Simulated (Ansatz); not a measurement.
The same ligand exchange along the group B, Al, Ga, In.

Isolated molecules relaxed with PBE0-D4/def2-TZVP in Ansatz; ΔE leaves out vibrations. CCSD(T)/CBS is the MP2 limit (def2-TZVPP, def2-QZVPP) plus CCSD(T) − MP2 in def2-TZVPP, frozen cores. This one scheme is used for every species. Functionals use def2-TZVPP. def2 core potentials past Kr. For Ga, In outer-core shells are correlated without core-valence functions, which leaves a few kJ/mol of doubt a bond. Scalar relativity is left out up to krypton. Each species was taken in one conformer, which may not be the lowest.

```
                                                  reaction  PBE0-D4 (kcal/mol)  CCSD(T)/CBS(def2) (kcal/mol)
                           `NB(S)S` + NH₃ → `NB(N)S` + H₂S                -4.5                          -4.9
`[NH2][Al]([SH])[SH]` + NH₃ → `[NH2][Al]([NH2])[SH]` + H₂S                 8.3                           6.9
`[NH2][Ga]([SH])[SH]` + NH₃ → `[NH2][Ga]([NH2])[SH]` + H₂S                15.4                          13.4
`[NH2][In]([SH])[SH]` + NH₃ → `[NH2][In]([NH2])[SH]` + H₂S                22.1                          20.1
```

Largest T1 diagnostic: 0.014, for `[NH2][In]([NH2])[SH]`.
